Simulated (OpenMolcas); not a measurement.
**Ni3+ in a point-charge field**

Ni3+ among 5 point charges of -0.5 e arranged as a trigonal bipyramid (D3h), 2.02 Å from the ion, with the axial distance 2.121 Å.
```
   2.0200    0.0000    0.0000  -0.50
  -1.0100    1.7494    0.0000  -0.50
  -1.0100   -1.7494    0.0000  -0.50
   0.0000    0.0000    2.1210  -0.50
   0.0000    0.0000   -2.1210  -0.50
```

| Quantity | Value |
| --- | --- |
| Program | OpenMolcas |
| Method | CASSCF |
| Basis | ANO-RCC-VDZP [5s4p2d1f] |
| Scalar Hamiltonian | DKH2, point nucleus |
| Active space | 7 electrons in 5 orbitals (3d) |
| State averaging | 2S+1 = 4 even, 10 roots; 2S+1 = 2 even, 40 roots |
| Spin-orbit coupling | RASSI with atomic mean-field integrals over the reference wave functions |

The lowest spin-free states (labels of D3, the rotations of D3h), above the lowest:

```
   State  Degeneracy  E (cm-1)  Free-ion L (%)
     4A2           1       0.0         F (100)
2S+1 = 4           2      43.9         F (100)
      4E           2     288.8         F (100)
      4E           2     741.2         F (100)
     4A2           1     21237         P (100)
      2E           2     21541          G (99)
     2A2           1     21576         G (100)
     2A1           1     21577         G (100)
      4E           2     21588         P (100)
      2E           2     21606         G (100)
     2A1           1     21632         G (100)
      2E           2     21712         G (100)
      2E           2     28405          H (52)
     2A2           1     28422          H (58)
2S+1 = 2           2     28502         H (100)
      2E           2     28535          H (99)
      2E           2     28627         H (100)
      2E           2     28800          P (52)
     2A2           1     28895          P (58)
      2E           2     29007         H (100)
```

The lowest levels with spin-orbit coupling:

```
E (cm-1)  Degeneracy  Label  2S+1                g
     0.0           2   E3/2     4  0.00 0.00 12.00
   109.3           2   E1/2     4   1.54 6.71 6.71
   224.6           2   E3/2     4   0.00 0.00 4.49
   362.4           2   E1/2     4   0.00 0.00 8.76
   414.4           2   E1/2     4   0.00 0.00 6.78
    1388           2   E1/2     4   0.00 0.00 5.52
    1472           2   E3/2     4   0.00 0.00 3.71
    1524           2   E1/2     4   1.36 5.09 5.09
    1549           2   E1/2     4   0.00 0.00 9.25
    2210           2   E3/2     4   0.00 0.00 1.96
    2427           2   E1/2     4   2.05 3.33 3.33
    2458           2   E1/2     4   0.00 0.00 5.70
    3022           2   E3/2     4   0.00 0.00 1.84
    3115           2   E1/2     4   0.94 0.94 0.95
   22094           2   E1/2     4   1.86 4.80 4.80
   22111           2   E1/2     2   0.06 0.06 5.62
   22119           2   E3/2     4   0.00 0.00 5.58
   22146           2   E1/2     2   0.06 0.06 7.75
   22197           2   E3/2     2   0.00 0.00 3.38
   22265           2   E1/2     2   1.14 5.54 5.54
```

Powder χT (cm3 K/mol): 4.51 at 2 K, 4.55 at 10 K, 4.7 at 50 K, 4.92 at 100 K, 5.23 at 200 K, 5.35 at 300 K. The effective moment at 300 K is 2.828 √(χT) = 6.54 μB.

The lowest level has 2S+1 = 4, for which the spin-only value is χT = S(S+1) / 2 = 1.875 cm3 K/mol (g = 2). The computed 5.352 at 300 K differs by +3.477, through orbital momentum, spin-orbit coupling and any other state in reach.

Without dynamic correlation the repulsion within the d shell is too large (B by tens of per cent), so at a given field states of lower spin stand too high. Point charges give a weaker field than real ligands, and real ions of this kind are often low spin; the high spin found here belongs to the model. The ground term spreads over less than 5000 cm-1, several times less than with real ligands, so orbital moments are less quenched and χT lies further from the spin-only value than at real sites. Point charges carry no covalency, so the field is a model and not that of real ligands. An unlabelled pair can be two single states that coincide in this model. No measured value stands beside these numbers.
